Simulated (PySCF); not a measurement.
Numbering as in the mapped SMILES `[CH3:1][B:2]1[S:3][CH2:4][CH2:5][S:6]1`; H(Xn) means a hydrogen on atom n.

Geometry: PBE0-D3(BJ)/def2-SVP; GIAO shifts from PySCF 2.14, gas phase, non-relativistic, averaged over equivalent atoms.

At KT2/pcSseg-1 (151 basis functions, 22 s wall time on 1 thread of an Arm Neoverse V1, shared host):
```csv
atoms,δ (ppm)
C4/C5,45.0
C1,1.7
B2,61.2
S3/S6,87.3
H(C4)/H(C5),3.08
H(C1),0.96
```

Scale: TMS for ¹³C (σref 183.22), ¹H (σref 31.18); ¹¹B (σref 99.90) against BF3·OEt2; ³³S (σref 518.69) vs CS2 (reference shieldings calculated alike).

Q: Predict the values at WP04/pcSseg-1 on the same geometry.

A: 
```tsv
atoms	δ at WP04/pcSseg-1	change
C4/C5	46.0	+1.0
C1	3.3	+1.6
B2	73.1	+11.9
S3/S6	75.4	-11.9
H(C4)/H(C5)	2.84	-0.24
H(C1)	0.93	-0.03
```

Referencing at the same level of theory: TMS for ¹³C (σ = 172.44 ppm), ¹H (σ = 31.56 ppm); ¹¹B (σ = 95.72 ppm) against BF3·OEt2; ³³S (σ = 462.27 ppm) vs CS2.

The largest change is at B2 (boron bonded to C, 2 S, in a 5-membered ring). Cost: 151 basis functions, 16 s wall time on 1 thread of an Arm Neoverse V1, shared host.

A carbon bonded to boron is broadened by the quadrupolar boron nucleus and is often missing from a measured spectrum.
